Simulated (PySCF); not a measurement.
# [CsF2]-, singlet: structure and spectrum

These are results of PBE0 in PySCF with Cs def2-TZVPD with ECP46, F def2-TZVPD; scalar-relativistic core potentials, no spin–orbit coupling; density-fitted integrals, not measurements.

The structure is a minimum.

```json
{"Point group": "C2v", "Bond lengths": "Cs–F 2.621 Å (×2)", "Bond angles": "F–Cs–F 144.0°", "Heat capacity Cp at 298.15 K": "56.4 J/(mol K)", "Principal quadrupole moments (Buckingham, traceless) about the centre of mass": "-52.67, 23.61, 29.06 D Å", "Rotational symmetry number": "2", "Rotational constants": "0.8715, 0.07138, 0.06597 cm⁻¹", "Lowest empty level": "2.41 eV", "Dipole moment about the centre of mass": "5.41 D", "Zero-point energy": "3.1 kJ/mol", "Principal polarisabilities": "36.3, 38.0, 51.5 bohr³", "Enthalpy at 298.15 K above 0 K": "14.82 kJ/mol", "Entropy at 298.15 K and 1 bar": "312.1 J/(mol K)", "Highest occupied level": "-2.09 eV"}
```

Harmonic modes (masses in u: Cs 132.905, F 18.998):
```csv
symmetry,ω (cm⁻¹),IR (km/mol),μ (u),type
a1,35,49.9,22.59,bend
b2,232,194,23.06,stretch
a1,249,22.4,19.62,stretch
```

In C2v the vibrations span 2a1 + b2. Here b1 is antisymmetric to the molecular plane and b2 lies in it.

Charges (e); Mulliken and Löwdin values are unreliable with diffuse functions:
```json
{"atom": "Cs1", "Mulliken": "0.82", "Löwdin": "1.05", "polar tensor": "0.99", "Mayer order to Cs1": "–"}
{"atom": "F2,3", "Mulliken": "-0.91", "Löwdin": "-1.03", "polar tensor": "-0.99", "Mayer order to Cs1": "-0.03"}
```

Mulliken populations on Cs1 (electrons outside its core potential): s 2.00, p 6.05, d 0.12.

Outer orbital energies (eV). occupied: -9.41, -8.90, -2.73, -2.55, -2.55, -2.47, -2.45, -2.09; empty: 2.41, 2.91, 3.06, 3.11.

Counting electrons, caesium keeps none of its valence electrons outside its bonds, so the VSEPR class is AX2 and the expected shape is linear (D∞h). The calculation gives C2v instead.

Other isomers or separated fragments may lie lower. The lowest empty level of this anion is unbound, so it and the gap depend on the basis.

The final relaxation and frequency run took roughly 90 core-seconds on a shared host.
